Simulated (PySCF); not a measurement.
Ni (nickel, neutral) across methods

[Ar] 3d9 4s1, 4s spin antiparallel (an excited configuration). All numbers are calculated (PySCF 2.14, scalar relativity by spin-free X2C-1e, in x2c-QZVPPall).

```
   method  E (hartree)  mean ε 3d α (eV)  mean ε 3d β (eV)  mean ε 4s β (eV)  Σ⟨r²⟩ (bohr²)   ⟨S²⟩
     PBE0    -1520.360            -7.089            -6.146            -5.344          32.39  1.007
      PBE    -1520.379            -5.234            -4.566            -4.870          32.92  1.006
      UHF  -1519.06814           -13.107           -11.369            -6.467          33.11  1.010
BHandHLYP    -1520.538            -9.179            -8.063            -5.806          32.22  1.005
    B97-3    -1520.440            -7.219            -6.322            -5.186          32.33  1.002
   r2SCAN    -1520.569            -5.209            -4.413            -5.136          32.38  1.011
  r2SCANh    -1520.546            -5.970            -5.065            -5.324          32.24  1.011
```

(1) Estimate the same row for LDA.

With the s spin flipped the determinant is a mixture of two multiplicities, not a spectroscopic state.

Results:

(1) E (hartree) = -1517.863; mean ε 3d α (eV) = -5.398; mean ε 3d β (eV) = -4.655; mean ε 4s β (eV) = -5.018; Σ⟨r²⟩ (bohr²) = 32.50; ⟨S²⟩ = 1.005.
